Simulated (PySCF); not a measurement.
**Diatomics of Cl with group 13**

HF with triple-zeta basis sets in PySCF, for the lowest determinant that a PBE0 search found; no spin–orbit coupling. De refers to high-spin ground-configuration atoms. A positive dipole means M(−)Cl(+).

```tsv
M	basis	reference	state (unpaired electrons)	Re (Å)	ωe (cm⁻¹)	De (eV)	μ (D)
B	def2-TZVPP	RHF	singlet (closed shell)	1.718	856	3.79	1.47
Al	def2-TZVPP	RHF	singlet (closed shell)	2.149	478	4.01	-1.57
Ga	def2-TZVPP	RHF	singlet (closed shell)	2.229	364	3.63	-2.51
In	def2-TZVPP	RHF	singlet (closed shell)	2.430	311	3.40	-3.64
Tl	x2c-TZVPPall	RHF	singlet (closed shell)	2.532	272	3.16	-5.01
```

The shortest bond is that of BCl (1.718 Å), the longest that of TlCl (2.532 Å).

The rows differ in basis set, which adds steps of its own.

Down a group the atoms grow and get heavier, so bonds lengthen and wavenumbers fall; this series shows no clear exception.

Spin–orbit coupling is left out, which matters for elements this heavy, above all for dissociation energies. Where the molecule has an RHF reference, its open-shell atoms are computed with UHF. Hartree–Fock leaves out correlation, which carries a large part of most bond energies and some tenths to 1 eV of ionisation energies.
